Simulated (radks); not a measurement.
Problem. These are the eigenvalues of the occupied orbitals of an atom or ion with whole-number occupations (hartree). Method: scalar-relativistic Kohn-Sham, BLYP, spin-polarised, spherical densities, finite nucleus; Fermi nuclear charge, rms radius of each element as measured or else 0.836 A^(1/3) + 0.57 fm; computed with a radial shooting solver on a logarithmic mesh with Libxc functionals.

1s up: -3056.593
1s down: -3056.584
2s up: -542.6628
2s down: -542.6575
2p up: -468.2889
2p down: -468.2835
3s up: -129.5909
3s down: -129.5855
3p up: -108.0915
3p down: -108.0861
3d up: -85.42027
3d down: -85.41482
4s up: -29.32248
4s down: -29.31302
4p up: -22.27023
4p down: -22.25989
4d up: -13.88927
4d down: -13.87660
5s up: -5.36614
4f up: -4.59501
4f down: -4.57864
5p up: -3.43900
5p down: -3.40123
5d up: -1.27130
5d down: -1.24519
6p up: -0.63222

Which element is it, and in what charge state? The configuration may be excited. Open shells, if any, are filled with parallel spins first.

Solution. Z = 80, mercury, charge +2: Hg2+ in [Kr] 4d10 4f14 5s1 5p6 5d10 6p1. The list shows which subshells hold electrons but not how many an open one holds; the 1s level, -3056.6 hartree, gives Z - s = 78.2 by -(Z - s)^2/2, which with screening and relativity narrows Z to a few neighbours, and the depths of the outer levels then fix element, charge and occupations together.
